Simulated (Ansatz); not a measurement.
Input file for Ansatz (a program for electronic structure): R-PBE0/def2-TZVPPD on CH8SSi (a complex), monomers drawn apart or pushed together. Files ending in .json are basis or fitting sets from the Basis Set Exchange.

Ansatz 0.2 input:
```yaml
crystal:
  periodic: [false, false, false]
  atoms:
    - {symbol: Si, position_ang: [-0.24613738, 0.04687569, 0.49853634]}
    - {symbol: H, position_ang: [0.04355055, 0.15977475, -0.95264155]}
    - {symbol: H, position_ang: [0.70713302, -0.91810712, 1.09116522]}
    - {symbol: H, position_ang: [-1.63420295, -0.42679459, 0.67625395]}
    - {symbol: H, position_ang: [-0.06512832, 1.37535047, 1.12299427]}
    - {symbol: C, position_ang: [1.10342276, 0.53061141, 4.69827520]}
    - {symbol: S, position_ang: [-0.58038681, -0.16146687, 4.63496720]}
    - {symbol: H, position_ang: [1.68496184, 0.22744379, 3.83018639]}
    - {symbol: H, position_ang: [0.98622635, 1.61262830, 4.68172171]}
    - {symbol: H, position_ang: [1.61285137, 0.24459149, 5.61574713]}
    - {symbol: H, position_ang: [-0.22841696, -1.45731495, 4.63905161]}
basis:
  gaussian:
    orbitals: def2-TZVPPD.json
hamiltonian:
  xc: {name: PBE0}
scf: {lower_state_search: off}
```

Problem. Predict the final total energy.

Solution. -730.2963 hartree.
